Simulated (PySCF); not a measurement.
C₇H₅N₃S, SMILES c1cnc(-c2nccs2)nc1.

Coordinates come from a B3LYP-D3(BJ)/def2-SVP optimisation. One conformer was computed; it need not be the lowest.

Calculation: PySCF with PBE/def2-SVP.

Symmetry labels are those of the subgroup Cs that the program uses (full group Cs).

Computed valence orbital energies around the gap with their symmetry:
```json
[
 {"orbital": "HOMO−7", "symmetry": "A'", "energy (eV)": "-8.95"},
 {"orbital": "HOMO−6", "symmetry": "A\"", "energy (eV)": "-8.13"},
 {"orbital": "HOMO−5", "symmetry": "A\"", "energy (eV)": "-7.68"},
 {"orbital": "HOMO−4", "symmetry": "A'", "energy (eV)": "-7.17"},
 {"orbital": "HOMO−3", "symmetry": "A\"", "energy (eV)": "-7.00"},
 {"orbital": "HOMO−2", "symmetry": "A'", "energy (eV)": "-6.27"},
 {"orbital": "HOMO−1", "symmetry": "A\"", "energy (eV)": "-5.93"},
 {"orbital": "HOMO", "symmetry": "A'", "energy (eV)": "-5.69"},
 {"orbital": "LUMO", "symmetry": "A\"", "energy (eV)": "-2.68"},
 {"orbital": "LUMO+1", "symmetry": "A\"", "energy (eV)": "-2.19"},
 {"orbital": "LUMO+2", "symmetry": "A\"", "energy (eV)": "-0.79"},
 {"orbital": "LUMO+3", "symmetry": "A'", "energy (eV)": "0.17"}
]
```
